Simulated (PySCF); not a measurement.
# Reading the logs of faulty runs: B2FH2O

Calculated results; nothing here was measured. The program is PySCF 2.14.0, an open-source quantum chemistry code, run on an isolated molecule that a program drew, which may never have been made. The molecule is B2FH2O (charge 0, doublet), drawn as the SMILES string `[BH]B(O)F`.

Each row is a Hartree-Fock (HF) and frozen-core CCSD(T) single point in the cc-pVDZ basis, meant for a local HF minimum. Run 1 is clean. Each other run has one planted mistake out of seven kinds, and not every kind appears here: one electron removed, one electron added, multiplicity raised by two, geometry at a saddle point, minimal basis STO-3G, one bond length entered in bohr, all coordinates scaled. The reference is restricted for singlets and unrestricted otherwise, and also for a bond in bohr. Adding or removing an electron swaps singlet and doublet. Electrons count all cores. HOMO and LUMO are orbital energies over both spins, the gradient is its largest component, and the lowest frequency (negative if imaginary) is given only where the gradient is small. Bond lengths are over the 5 bonds as drawn. T1 is the CCSD diagnostic: over 0.02 (restricted) or 0.045 (unrestricted) a single reference is doubtful.

Geometry of the clean run:
```xyz
6
B2FH2O, angstrom
B     0.7894   -0.4274   -0.3096
B     2.3258   -0.0579   -0.8761
O     2.5150    0.8096   -1.8884
F     3.4029   -0.6770   -0.3561
H    -0.0345   -0.1111    0.4866
H     3.4231    0.8973   -2.1459
```

| run | electrons | basis functions | <S^2> | HOMO (eV) | LUMO (eV) | gradient (hartree/bohr) | lowest frequency (cm^-1) | mean bond (Å) | longest bond (Å) | T1 | HF (hartree) | CCSD(T) (hartree) | mistake |
|---|---|---|---|---|---|---|---|---|---|---|---|---|---|
| 1 | 29 | 66 | 0.759 | -9.03 | 1.52 | 1.6e-05 | 258 | 1.3017 | 1.679 | 0.0149 | -224.88256 | -225.42521 | no fault |
| 2 | 29 | 66 | 0.758 | -8.75 | 1.95 | 1.4e-01 | - | 1.1767 | 1.518 | 0.0129 | -224.80916 | -225.33841 | all coordinates scaled |
| 3 | 29 | 22 | 0.756 | -6.99 | 6.56 | 4.9e-02 | - | 1.3017 | 1.679 | 0.0169 | -221.78411 | -221.93371 | minimal basis STO-3G |
| 4 | 29 | 66 | 1.296 | -9.67 | 1.51 | 3.5e-02 | - | 1.5132 | 2.246 | 0.0583 | -224.75889 | -225.30538 | ? |

**Which mistake was planted in run 4, and what did it cost?**

The mean bond changes by a factor of 1.162 and the longest by 1.338, so the molecule wasn't scaled as a whole. A length L in bohr read as angstrom grows by (1/0.5292 - 1) L = 0.890 L. The 5 bonds together grew by 5 x 0.2115 = 1.058 Å, which gives L = 1.189 Å. That is bond B1-H5, 1.189 Å in the clean geometry. So the mistake is: one bond length entered in bohr. Subtracting run 1 and multiplying by 627.51 kcal/mol a hartree, the energy moved by 77.6 kcal/mol in HF and 75.2 kcal/mol in CCSD(T).

Cautions from the logs. Run 4: T1 is over the limit, so its CCSD(T) energy is less reliable.
